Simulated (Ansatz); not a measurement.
One change: `BC(O)OC` becomes `COCO`.

Ansatz, PBE0-D4/def2-TZVP geometries, multiplicity 1. Each molecule was computed in one conformer, which needn't be the lowest.

```json
{"property": "LUMO energy (PBE0/def2-TZVPP) / eV", "`BC(O)OC`": "0.24"}
{"property": "HOMO energy (B3LYP/def2-TZVPP) / eV", "`BC(O)OC`": "-7.91"}
{"property": "LUMO energy (B3LYP/def2-TZVPP) / eV", "`BC(O)OC`": "-0.11"}
{"property": "HOMO–LUMO gap (B3LYP/def2-TZVPP) / eV", "`BC(O)OC`": "7.80"}
{"property": "LUMO energy (PBE/def2-TZVPP) / eV", "`BC(O)OC`": "-0.70"}
{"property": "HOMO energy (PBE/def2-TZVPP) / eV", "`BC(O)OC`": "-6.71"}
```

Problem. Give the same properties after the change, and the shifts. (Estimate.)

Solution. Ansatz gave: 
```csv
property,`COCO`,shift
LUMO energy (PBE0/def2-TZVPP) / eV,1.23,0.99
HOMO energy (B3LYP/def2-TZVPP) / eV,-7.67,0.24
LUMO energy (B3LYP/def2-TZVPP) / eV,0.83,0.94
HOMO–LUMO gap (B3LYP/def2-TZVPP) / eV,8.50,0.70
LUMO energy (PBE/def2-TZVPP) / eV,0.34,1.04
HOMO energy (PBE/def2-TZVPP) / eV,-6.27,0.44
```

With PBE0 the HOMO rises by 0.21 eV and the LUMO rises by 0.99 eV, so the gap widens by about 0.78 eV. PBE moves the HOMO by 0.44 eV and ωB97M-V by 0.11 eV.

B3LYP here is the variant with VWN-RPA as its local correlation; programs differ in this.
